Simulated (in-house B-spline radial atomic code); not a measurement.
Inner levels of bismuth as electrons are removed. A shift is the extra binding of the orbital against the neutral atom ([Xe] 4f14 5d10 6s2 6p1/2(2) 6p3/2(1)). The density at the nucleus is averaged over the nuclear charge. Computed with a B-spline radial code for spherical atoms: Dirac-Hartree-Fock, jj configuration that fills j = l - 1/2 first, finite nuclei.

A number in brackets counts the electrons of a j subshell.

```csv
ion,configuration,shift of 3s1/2 (eV),shift of 4p3/2 (eV),shift of 4p1/2 (eV),radius of 3s1/2 (bohr),radius of 4p3/2 (bohr),radius of 4p1/2 (bohr),Σ<r²> (bohr²),change of density at nucleus (bohr⁻³)
Bi12+,[Xe] 4f14 5d3/2(3),217.57,214.12,214.93,0.17071,0.41028,0.37745,17.541,-8.45
Bi13+,[Xe] 4f14 5d3/2(2),244.52,240.31,241.01,0.1707,0.41008,0.37737,16.148,107
Bi14+,[Xe] 4f14 5d3/2(1),272.26,267.2,267.78,0.17068,0.40987,0.37728,14.833,229.53
Bi15+,[Xe] 4f14,300.76,294.76,295.23,0.17067,0.40963,0.37718,13.587,358.61
Bi16+,[Kr] 4d10 4f14 5s2 5p1/2(2) 5p3/2(3),331.87,324.44,325.47,0.17066,0.40989,0.37699,12.568,532.47
Bi17+,[Kr] 4d10 4f14 5s2 5p1/2(2) 5p3/2(2),363.6,354.63,356.25,0.17065,0.40967,0.37678,11.589,712.31
Bi18+,[Kr] 4d10 4f14 5s2 5p1/2(2) 5p3/2(1),395.93,385.33,387.57,0.17064,0.40943,0.37655,10.645,897.96
Bi19+,[Kr] 4d10 4f14 5s2 5p1/2(2),428.87,416.52,419.41,0.17063,0.40917,0.37631,9.7354,1089.4
Bi20+,[Kr] 4d10 4f14 5s2 5p1/2(1),464.1,450.19,452.4,0.17061,0.40868,0.37659,8.9451,1061.96
Bi21+,[Kr] 4d10 4f14 5s2,499.96,484.38,485.89,0.17059,0.40818,0.37646,8.182,1028.81
Bi22+,[Kr] 4d10 4f5/2(6) 4f7/2(7) 5s2,555.42,532.38,536.22,0.17056,0.40626,0.375,7.8103,1400.04
Bi23+,[Kr] 4d10 4f5/2(6) 4f7/2(7) 5s1,592.92,568.17,572.32,0.17057,0.4056,0.37463,7.1327,-1367.43
Bi24+,[Kr] 4d10 4f5/2(6) 4f7/2(7),630.96,604.4,608.88,0.17057,0.40492,0.37424,6.4746,-4253.86
Bi25+,[Kr] 4d10 4f5/2(6) 4f7/2(6),689.51,654.55,661.49,0.17054,0.40293,0.37269,6.1631,-4067.3
Bi26+,[Kr] 4d10 4f5/2(6) 4f7/2(5),749.56,705.65,715.12,0.17051,0.40091,0.3711,5.8674,-3868.48
Bi27+,[Kr] 4d10 4f5/2(6) 4f7/2(4),811.12,757.67,769.74,0.17047,0.39887,0.36947,5.5863,-3657.41
Bi28+,[Kr] 4d10 4f5/2(6) 4f7/2(3),874.14,810.59,825.32,0.17043,0.39679,0.36781,5.3187,-3434.33
```
